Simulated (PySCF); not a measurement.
# How the method changes the shape and vibrations of B2H3NO

All numbers below are calculated, not measured. The program is PySCF 2.14.0, an open-source quantum chemistry code, run on an isolated molecule that a program drew, which may never have been made. The molecule is B2H3NO (charge 0, singlet), drawn as the SMILES string `N=BBO`.

The geometry was optimised and harmonic frequencies were computed with HF and MP2, all in the cc-pVDZ basis, for the commonest isotopes, with a restricted reference for singlets and an unrestricted one otherwise, and a frozen core in MP2. Each result is a local minimum of its method.

Geometry at the HF minimum:
```xyz
7
B2H3NO, angstrom
N    -2.1970    0.2522    0.0945
B    -0.9969    0.5167    0.1510
B     0.6755    0.8683    0.2140
O     1.5816    0.2101   -0.5320
H    -3.1624    0.0572    0.0656
H     1.1067    1.7243    0.9336
H     1.2269   -0.4618   -1.0944
```

Lengths of the bonds as drawn, in Å (atoms numbered as above):
```
bond,HF,MP2
N1-B2,1.230,1.260
B2-B3,1.710,1.700
B3-O4,1.346,1.364
N1-H5,0.985,1.002
B3-H6,1.198,1.206
O4-H7,0.945,0.968
```

Rotational constants, in GHz:
| constant | HF | MP2 |
|---|---|---|
| A | 46.33 | 45.4 |
| B | 3.687 | 3.637 |
| C | 3.415 | 3.367 |

Harmonic frequencies in cm^-1, each column in rising order, so a row needn't be the same motion in every method:
```
rank    HF   MP2
   1   182   158
   2   291   250
   3   517   456
   4   528   491
   5   575   505
   6   706   696
   7   740   720
   8   939   911
   9  1094  1036
  10  1258  1211
  11  1414     ?
  12  2092  1912
  13  2722  2668
  14  4084  3851
  15  4162  3864
```

**Estimate the missing MP2 frequency from the HF column.**

A single factor s that minimises the squared misfit of MP2 against s times HF over the other rows is sum(HF x MP2) / sum(HF^2) = 0.9419, with an rms misfit of 41 cm^-1. For rank 11 it gives 0.9419 x 1414 = 1332 cm^-1. The calculation gives 1351 cm^-1, 19 cm^-1 above the estimate. The drawn bonds are on average 1.3 % longer in MP2 than in HF.
